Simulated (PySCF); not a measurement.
## Magnetic susceptibility: `[O]=[Cr](=[O])([Cl])[Cl]`, Cl₂CrO₂

Cartesian coordinates in Å; atom numbers follow the order of the lines, from 1:
```xyz
5

Cr    0.1355   -0.0009    0.0943
O     0.0335   -0.0140    1.6419
O     1.5537    0.0069   -0.5330
Cl   -0.8643    1.6349   -0.5863
Cl   -0.8583   -1.6269   -0.6169
```

Computed, not measured: PySCF 2.14.0, GIAO BP86/def2-SVP (def2-TZVP on Cr) magnetisability, rotational g tensor and spin-rotation constants, non-relativistic, gas phase. Geometry: GFN2-xTB.

(1) How diamagnetic is it, and how anisotropic?

(2) Split it along the inertial axes a, b, c into diamagnetic and paramagnetic parts about the centre of mass, with the quadrupole moment.

(3) And the rotational g tensor?

## Answers

(1) Isotropic -54 × 10⁻³⁰ J/T², or -3.2 × 10⁻⁶ cm³/mol; principal values -205, -33, 76 × 10⁻³⁰ J/T², anisotropy 245 × 10⁻³⁰ J/T² (root of half the summed squared differences of the principal values). The susceptibility is in cgs units.

(2) 
```
axis  χ (10⁻⁶ cm³/mol)  diamagnetic (10⁻⁶ cm³/mol)  paramagnetic (10⁻⁶ cm³/mol)  summed x² of all electrons (Å²)  quadrupole Θ (D Å)
   a             -12.3                      -421.9                        409.6                            100.5               +3.55
   b              -2.0                      -592.9                        590.9                             60.2               -0.26
   c               4.6                      -682.1                        686.7                             39.2               -3.29
```
Anisotropies 2χaa − χbb − χcc = -27.2 and 2χbb − χaa − χcc = +3.7 × 10⁻⁶ cm³/mol. Θ is traceless in Buckingham's convention.

(3) 
| axis | rotational constant (GHz) | g | nuclear part | electronic part |
| --- | --- | --- | --- | --- |
| a | 3.2104 | -0.1201 | 0.4976 | -0.6177 |
| b | 2.0853 | -0.0859 | 0.4930 | -0.5789 |
| c | 1.7600 | -0.0765 | 0.4913 | -0.5678 |

Asymmetric top; isotopes 35Cl, 52Cr, 16O; no vibrational averaging.
